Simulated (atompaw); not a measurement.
Reading a pseudo-wave (niobium (Nb))

Columns: radius, all-electron u(r) and pseudo u(r) of the 5p shell (level -1.11 eV) of niobium in the configuration [Kr] 4d4 5s1 5p0; PBE, scalar-relativistic, PAW (atompaw) scheme, atompaw 4.2.0.5.

```json
{"r (bohr)": "0.115", "all-electron": "-0.0506", "pseudo": "0.0005"}
{"r (bohr)": "0.231", "all-electron": "0.0674", "pseudo": "0.0021"}
{"r (bohr)": "0.346", "all-electron": "0.1003", "pseudo": "0.0047"}
{"r (bohr)": "0.462", "all-electron": "0.0476", "pseudo": "0.0084"}
{"r (bohr)": "0.577", "all-electron": "-0.0319", "pseudo": "0.0132"}
{"r (bohr)": "0.692", "all-electron": "-0.1024", "pseudo": "0.0191"}
{"r (bohr)": "0.808", "all-electron": "-0.1503", "pseudo": "0.0264"}
{"r (bohr)": "0.923", "all-electron": "-0.1727", "pseudo": "0.0348"}
{"r (bohr)": "1.038", "all-electron": "-0.1732", "pseudo": "0.0446"}
{"r (bohr)": "1.154", "all-electron": "-0.1561", "pseudo": "0.0559"}
{"r (bohr)": "1.269", "all-electron": "-0.1270", "pseudo": "0.0685"}
{"r (bohr)": "1.385", "all-electron": "-0.0895", "pseudo": "0.0828"}
{"r (bohr)": "1.500", "all-electron": "-0.0479", "pseudo": "0.0984"}
{"r (bohr)": "1.615", "all-electron": "-0.0043", "pseudo": "0.1156"}
{"r (bohr)": "1.731", "all-electron": "0.0399", "pseudo": "0.1345"}
{"r (bohr)": "1.846", "all-electron": "0.0827", "pseudo": "0.1546"}
{"r (bohr)": "1.962", "all-electron": "0.1240", "pseudo": "0.1762"}
{"r (bohr)": "2.077", "all-electron": "0.1626", "pseudo": "0.1987"}
{"r (bohr)": "2.192", "all-electron": "0.1985", "pseudo": "0.2220"}
{"r (bohr)": "2.308", "all-electron": "0.2321", "pseudo": "0.2462"}
{"r (bohr)": "2.423", "all-electron": "0.2626", "pseudo": "0.2702"}
{"r (bohr)": "2.538", "all-electron": "0.2903", "pseudo": "0.2939"}
{"r (bohr)": "2.654", "all-electron": "0.3157", "pseudo": "0.3170"}
{"r (bohr)": "2.769", "all-electron": "0.3383", "pseudo": "0.3386"}
{"r (bohr)": "2.885", "all-electron": "0.3586", "pseudo": "0.3586"}
{"r (bohr)": "3.000", "all-electron": "0.3765", "pseudo": "0.3765"}
```

Question: How many radial nodes do the two functions have?

Answer: The all-electron 5p function has n − l − 1 = 3; the pseudo-wave has 0, since the states of the same l below it are removed with the core.

Question: Is the pseudo-wave norm-conserving?

Answer: No, it belongs to a PAW set: the norm inside the radius is not constrained, and the difference is carried by the augmentation charge.
